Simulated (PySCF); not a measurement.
## Calculated data, BF2HO

All values are calculated (PySCF 2.14.0). Calculation on a computer-drawn molecule: vertical ionisation energy to the stated ion spin, frozen-core CCSD(T) at the basis limit and cheaper methods, single-reference cases, UHF for radicals, no spin-orbit; all values are single points at the evaluated structure, the first of each entry, which is the reference or a displaced copy of it and isn't optimised; the reference structure only sets the zero of the energies above reference; triples share is (T) over the correlation energy.

Common to all runs: charge 0; multiplicity 1; ion multiplicity 2; diffuse functions no; basis cc-pVnZ; reference is the Hartree-Fock double-zeta minimum; best is HF at quadruple zeta + MP2 correlation extrapolated from triple and quadruple zeta + CCSD(T) minus MP2 at triple zeta; basis step is the size of the change from the same recipe one zeta lower.

```json
{"entry": 1, "formula": "BF2HO", "evaluated_structure": {"atoms_angstrom": [["O", 0.6573, -1.6113, 0.7078], ["B", 0.9724, -0.078, 1.9148], ["F", 1.7703, 0.846, 1.5342], ["F", 0.1336, 0.0285, 2.9163], ["H", 1.189, -1.58, 0.0706]]}, "reference_structure": {"atoms_angstrom": [["O", 0.6313, -1.5899, 0.8015], ["B", 0.7782, -0.5084, 1.5678], ["F", 1.6653, 0.4358, 1.2868], ["F", 0.0311, -0.353, 2.6401], ["H", 1.2128, -1.6102, 0.0556]]}, "given": {"drawn_bonds_atom": [1, 2, 2, 1], "drawn_bonds_other_atom": [2, 3, 4, 5], "drawn_bonds_order": [1, 1, 1, 1]}, "results": {"ionisation_energy_best [eV]": 11.41, "ionisation_energy_basis_step [eV]": 0.0737, "energy_above_reference_best [kcal/mol]": 85.89, "energy_above_reference_basis_step [kcal/mol]": 0.1921, "triple_zeta_method": ["HF", "PBE", "r2SCAN", "B3LYP", "wB97X", "MP2", "CCSD", "CCSD(T)"], "triple_zeta_ionisation_energy [eV]": [9.379, 11.2, 11.03, 11.2, 11.07, 11.29, 10.99, 11.1], "triple_zeta_energy_above_reference [kcal/mol]": [95.66, 80.82, 85.37, 84.69, 86.91, 87.14, 88.8, 86.73], "ionisation_energy_Koopmans_at_triple_zeta [eV]": 12.94, "ionisation_energy_EOM_CCSD_at_triple_zeta [eV]": 11.21, "total_energy_HF_triple_zeta [hartree]": -299.1676, "total_energy_CCSD(T)_triple_zeta [hartree]": -300.0421, "total_energy_best [hartree]": -300.1939, "T1_diagnostic_at_triple_zeta": 0.01527, "D1_diagnostic_at_triple_zeta": 0.05499, "ion_T1_diagnostic_at_triple_zeta": 0.01508, "ion_D1_diagnostic_at_triple_zeta": 0.05036, "ion_spin_squared_at_triple_zeta": 0.761, "triples_share_at_triple_zeta": 0.03317, "basis_functions_triple_zeta": 134, "dipole_magnitude_HF_at_triple_zeta [debye]": 2.38, "dipole_magnitude_CCSD_unrelaxed_at_triple_zeta [debye]": 2.082, "dipole_magnitude_PBE_at_triple_zeta [debye]": 2.017, "dipole_magnitude_r2SCAN_at_triple_zeta [debye]": 2.11, "dipole_magnitude_B3LYP_at_triple_zeta [debye]": 2.111, "dipole_magnitude_wB97X_at_triple_zeta [debye]": 2.233}}
{"entry": 2, "formula": "BF2HO", "evaluated_structure": {"atoms_angstrom": [["O", 0.6331, -1.5737, 0.8232], ["B", 0.7658, -0.5593, 1.5615], ["F", 1.6278, 0.4377, 1.2824], ["F", -0.0182, -0.4003, 2.6104], ["H", 1.2083, -1.5994, 0.0856]]}, "reference_structure": {"atoms_angstrom": [["O", 0.6313, -1.5899, 0.8015], ["B", 0.7782, -0.5084, 1.5678], ["F", 1.6653, 0.4358, 1.2868], ["F", 0.0311, -0.353, 2.6401], ["H", 1.2128, -1.6102, 0.0556]]}, "given": {"drawn_bonds_atom": [1, 2, 2, 1], "drawn_bonds_other_atom": [2, 3, 4, 5], "drawn_bonds_order": [1, 1, 1, 1]}, "results": {"ionisation_energy_best [eV]": 14.67, "ionisation_energy_basis_step [eV]": 0.0788, "energy_above_reference_best [kcal/mol]": 4.74, "energy_above_reference_basis_step [kcal/mol]": 0.4165, "triple_zeta_method": ["HF", "PBE", "r2SCAN", "B3LYP", "wB97X", "MP2", "CCSD", "CCSD(T)"], "triple_zeta_ionisation_energy [eV]": [13.27, 13.42, 13.74, 14.11, 14.3, 14.76, 14.44, 14.44], "triple_zeta_energy_above_reference [kcal/mol]": [3.98, 5.452, 4.868, 4.859, 4.842, 5.217, 4.995, 5.202], "ionisation_energy_Koopmans_at_triple_zeta [eV]": 15.86, "ionisation_energy_EOM_CCSD_at_triple_zeta [eV]": 14.47, "total_energy_HF_triple_zeta [hartree]": -299.3137, "total_energy_CCSD(T)_triple_zeta [hartree]": -300.1721, "total_energy_best [hartree]": -300.3232, "T1_diagnostic_at_triple_zeta": 0.01124, "D1_diagnostic_at_triple_zeta": 0.04005, "ion_T1_diagnostic_at_triple_zeta": 0.03187, "ion_D1_diagnostic_at_triple_zeta": 0.2044, "ion_spin_squared_at_triple_zeta": 0.7569, "triples_share_at_triple_zeta": 0.02958, "basis_functions_triple_zeta": 134, "dipole_magnitude_HF_at_triple_zeta [debye]": 2.376, "dipole_magnitude_CCSD_unrelaxed_at_triple_zeta [debye]": 2.257, "dipole_magnitude_PBE_at_triple_zeta [debye]": 2.2, "dipole_magnitude_r2SCAN_at_triple_zeta [debye]": 2.243, "dipole_magnitude_B3LYP_at_triple_zeta [debye]": 2.26, "dipole_magnitude_wB97X_at_triple_zeta [debye]": 2.267}}
{"entry": 3, "formula": "BF2HO", "evaluated_structure": {"atoms_angstrom": [["O", 0.562, -1.6477, 0.7121], ["B", 0.7393, -0.53, 1.5163], ["F", 1.6554, 0.4411, 1.3344], ["F", -0.0397, -0.4169, 2.6208], ["H", 1.2499, -1.6271, -0.0383]]}, "reference_structure": {"atoms_angstrom": [["O", 0.6313, -1.5899, 0.8015], ["B", 0.7782, -0.5084, 1.5678], ["F", 1.6653, 0.4358, 1.2868], ["F", 0.0311, -0.353, 2.6401], ["H", 1.2128, -1.6102, 0.0556]]}, "given": {"drawn_bonds_atom": [1, 2, 2, 1], "drawn_bonds_other_atom": [2, 3, 4, 5], "drawn_bonds_order": [1, 1, 1, 1]}, "results": {"ionisation_energy_best [eV]": 13.98, "ionisation_energy_basis_step [eV]": 0.07644, "energy_above_reference_best [kcal/mol]": 4.194, "energy_above_reference_basis_step [kcal/mol]": 0.8971, "triple_zeta_method": ["HF", "PBE", "r2SCAN", "B3LYP", "wB97X", "MP2", "CCSD", "CCSD(T)"], "triple_zeta_ionisation_energy [eV]": [12.38, 13.16, 13.37, 13.61, 13.7, 14.01, 13.7, 13.74], "triple_zeta_energy_above_reference [kcal/mol]": [8.271, 1.434, 3.542, 3.49, 3.82, 3.323, 4.277, 3.542], "ionisation_energy_Koopmans_at_triple_zeta [eV]": 15.25, "ionisation_energy_EOM_CCSD_at_triple_zeta [eV]": 13.79, "total_energy_HF_triple_zeta [hartree]": -299.3068, "total_energy_CCSD(T)_triple_zeta [hartree]": -300.1747, "total_energy_best [hartree]": -300.3241, "T1_diagnostic_at_triple_zeta": 0.01245, "D1_diagnostic_at_triple_zeta": 0.04604, "ion_T1_diagnostic_at_triple_zeta": 0.02318, "ion_D1_diagnostic_at_triple_zeta": 0.137, "ion_spin_squared_at_triple_zeta": 0.757, "triples_share_at_triple_zeta": 0.03098, "basis_functions_triple_zeta": 134, "dipole_magnitude_HF_at_triple_zeta [debye]": 2.329, "dipole_magnitude_CCSD_unrelaxed_at_triple_zeta [debye]": 2.187, "dipole_magnitude_PBE_at_triple_zeta [debye]": 2.121, "dipole_magnitude_r2SCAN_at_triple_zeta [debye]": 2.168, "dipole_magnitude_B3LYP_at_triple_zeta [debye]": 2.188, "dipole_magnitude_wB97X_at_triple_zeta [debye]": 2.2}}
{"entry": 4, "formula": "BF2HO", "evaluated_structure": {"atoms_angstrom": [["O", 0.622, -1.586, 0.8138], ["B", 0.7736, -0.5327, 1.5648], ["F", 1.6768, 0.4377, 1.2541], ["F", 0.0928, -0.3654, 2.6622], ["H", 1.2001, -1.595, 0.0751]]}, "reference_structure": {"atoms_angstrom": [["O", 0.6313, -1.5899, 0.8015], ["B", 0.7782, -0.5084, 1.5678], ["F", 1.6653, 0.4358, 1.2868], ["F", 0.0311, -0.353, 2.6401], ["H", 1.2128, -1.6102, 0.0556]]}, "given": {"drawn_bonds_atom": [1, 2, 2, 1], "drawn_bonds_other_atom": [2, 3, 4, 5], "drawn_bonds_order": [1, 1, 1, 1]}, "results": {"ionisation_energy_best [eV]": 14.47, "ionisation_energy_basis_step [eV]": 0.07814, "energy_above_reference_best [kcal/mol]": 1.787, "energy_above_reference_basis_step [kcal/mol]": 0.1258, "triple_zeta_method": ["HF", "PBE", "r2SCAN", "B3LYP", "wB97X", "MP2", "CCSD", "CCSD(T)"], "triple_zeta_ionisation_energy [eV]": [12.98, 13.38, 13.67, 13.99, 14.14, 14.52, 14.22, 14.23], "triple_zeta_energy_above_reference [kcal/mol]": [1.569, 1.975, 1.806, 1.805, 1.756, 1.935, 1.89, 1.948], "ionisation_energy_Koopmans_at_triple_zeta [eV]": 15.66, "ionisation_energy_EOM_CCSD_at_triple_zeta [eV]": 14.27, "total_energy_HF_triple_zeta [hartree]": -299.3175, "total_energy_CCSD(T)_triple_zeta [hartree]": -300.1772, "total_energy_best [hartree]": -300.3280, "T1_diagnostic_at_triple_zeta": 0.01146, "D1_diagnostic_at_triple_zeta": 0.04134, "ion_T1_diagnostic_at_triple_zeta": 0.0277, "ion_D1_diagnostic_at_triple_zeta": 0.1737, "ion_spin_squared_at_triple_zeta": 0.7565, "triples_share_at_triple_zeta": 0.02981, "basis_functions_triple_zeta": 134, "dipole_magnitude_HF_at_triple_zeta [debye]": 2.075, "dipole_magnitude_CCSD_unrelaxed_at_triple_zeta [debye]": 1.974, "dipole_magnitude_PBE_at_triple_zeta [debye]": 1.93, "dipole_magnitude_r2SCAN_at_triple_zeta [debye]": 1.966, "dipole_magnitude_B3LYP_at_triple_zeta [debye]": 1.981, "dipole_magnitude_wB97X_at_triple_zeta [debye]": 1.982}}
{"entry": 5, "formula": "BF2HO", "evaluated_structure": {"atoms_angstrom": [["O", 0.622, -1.586, 0.8138], ["B", 0.7736, -0.5327, 1.5648], ["F", 1.647, 0.4056, 1.2644], ["F", 0.0928, -0.3654, 2.6622], ["H", 1.2001, -1.595, 0.0751]]}, "reference_structure": {"atoms_angstrom": [["O", 0.6313, -1.5899, 0.8015], ["B", 0.7782, -0.5084, 1.5678], ["F", 1.6653, 0.4358, 1.2868], ["F", 0.0311, -0.353, 2.6401], ["H", 1.2128, -1.6102, 0.0556]]}, "given": {"drawn_bonds_atom": [1, 2, 2, 1], "drawn_bonds_other_atom": [2, 3, 4, 5], "drawn_bonds_order": [1, 1, 1, 1]}, "results": {"ionisation_energy_best [eV]": 14.39, "ionisation_energy_basis_step [eV]": 0.07516, "energy_above_reference_best [kcal/mol]": 1.614, "energy_above_reference_basis_step [kcal/mol]": 0.3624, "triple_zeta_method": ["HF", "PBE", "r2SCAN", "B3LYP", "wB97X", "MP2", "CCSD", "CCSD(T)"], "triple_zeta_ionisation_energy [eV]": [12.88, 13.36, 13.64, 13.93, 14.07, 14.43, 14.13, 14.15], "triple_zeta_energy_above_reference [kcal/mol]": [0.5311, 2.568, 1.829, 1.916, 1.863, 2.005, 1.683, 1.914], "ionisation_energy_Koopmans_at_triple_zeta [eV]": 15.56, "ionisation_energy_EOM_CCSD_at_triple_zeta [eV]": 14.19, "total_energy_HF_triple_zeta [hartree]": -299.3192, "total_energy_CCSD(T)_triple_zeta [hartree]": -300.1773, "total_energy_best [hartree]": -300.3282, "T1_diagnostic_at_triple_zeta": 0.0112, "D1_diagnostic_at_triple_zeta": 0.04035, "ion_T1_diagnostic_at_triple_zeta": 0.02551, "ion_D1_diagnostic_at_triple_zeta": 0.1584, "ion_spin_squared_at_triple_zeta": 0.7564, "triples_share_at_triple_zeta": 0.02954, "basis_functions_triple_zeta": 134, "dipole_magnitude_HF_at_triple_zeta [debye]": 2.103, "dipole_magnitude_CCSD_unrelaxed_at_triple_zeta [debye]": 1.998, "dipole_magnitude_PBE_at_triple_zeta [debye]": 1.953, "dipole_magnitude_r2SCAN_at_triple_zeta [debye]": 1.99, "dipole_magnitude_B3LYP_at_triple_zeta [debye]": 2.005, "dipole_magnitude_wB97X_at_triple_zeta [debye]": 2.009}}
```
